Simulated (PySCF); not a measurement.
CH5NO2Si2, SMILES C(#N)O[Si@@H]([SiH3])O.

Geometry optimised at PBE0-D3(BJ)/def2-SVP. The structure was generated by enumeration; whether it is a known compound was not checked. Other conformers were not sampled.

These are TDA-PBE/def2-SVPD run with PySCF values and carry that method's errors.

Vertical excitations. Isolated molecule, no solvent.

Computed excitation energies, oscillator strengths and character:
| state | energy (eV) | λ (nm) | f | main pairs |
|---|---|---|---|---|
| S1 | 5.57 | 223 | 0.006 | HOMO→LUMO 92 % |
| S2 | 5.76 | 215 | 0.006 | HOMO−1→LUMO 58 %, HOMO→LUMO+1 35 % |
| S3 | 5.83 | 213 | 0.011 | HOMO→LUMO+1 50 %, HOMO−1→LUMO 27 %, HOMO−1→LUMO+1 16 % |
| S4 | 6.02 | 206 | 0.007 | HOMO−1→LUMO+1 77 % |
| S5 | 6.34 | 196 | 0.022 | HOMO−2→LUMO 87 % |
| S6 | 6.57 | 189 | 0.014 | HOMO−2→LUMO+1 62 %, HOMO→LUMO+2 29 % |
| S7 | 6.59 | 188 | 0.005 | HOMO→LUMO+2 61 %, HOMO−2→LUMO+1 25 % |
| S8 | 6.70 | 185 | 0.004 | HOMO−3→LUMO 98 % |
| S9 | 6.72 | 184 | 0.009 | HOMO→LUMO+3 76 %, HOMO−1→LUMO+3 11 % |
| S10 | 6.80 | 182 | 0.012 | HOMO−1→LUMO+2 86 % |
| T1 | 5.27 | 235 | 0 | HOMO→LUMO 80 %, HOMO−1→LUMO 12 % |
| T2 | 5.49 | 226 | 0 | HOMO→LUMO+1 83 % |
| T3 | 5.55 | 224 | 0 | HOMO−1→LUMO 81 %, HOMO→LUMO 15 % |
| T4 | 5.76 | 215 | 0 | HOMO−1→LUMO+1 80 %, HOMO→LUMO+1 13 % |
Triplets are in the Tamm–Dancoff approximation.
